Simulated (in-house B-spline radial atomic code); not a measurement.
Results of a calculation; reference values are marked as such.
## Weak and strong correlation along the adiabatic connection

Two-electron singlets in several external potentials (atomic units), by full CI in B-splines with partial waves to l = 8 (correlation energies up to 0.6 % small). The repulsion is scaled by λ at fixed density; W(λ) is the mean repulsion less the Hartree energy, W(0) = E_x, and the area under W from 0 to 1 is E_xc.

One system gave this curve:

```
   λ  W (hartree)
   0     -0.34016
0.02     -0.34215
0.05     -0.34504
0.12     -0.35132
0.25     -0.36154
 0.4     -0.37138
 0.6     -0.38202
 0.8     -0.39053
   1     -0.39747
 1.4     -0.40811
   2     -0.41906
   3     -0.43047
 4.5     -0.44049
   7      -0.4498
  10     -0.45617
```

Which system is it?
A. −Z/r, Z = 2.15, wall at 5.06 bohr
B. −Z exp(−kr)/r, Z = 6.09, k = 0.565
C. −V exp(−r²/w²), V = 2.04, w = 7.84
D. −Z/r, Z = 3

C. The exchange energy sets the size: −V exp(−r²/w²), V = 2.04, w = 7.84: E_x = -0.34, E_c = -0.0342; −Z exp(−kr)/r, Z = 6.09, k = 0.565: E_x = -3.55, E_c = -0.0449; −Z/r, Z = 3: E_x = -1.65, E_c = -0.0434; −Z/r, Z = 2.15, wall at 5.06 bohr: E_x = -1.12, E_c = -0.0423 hartree.
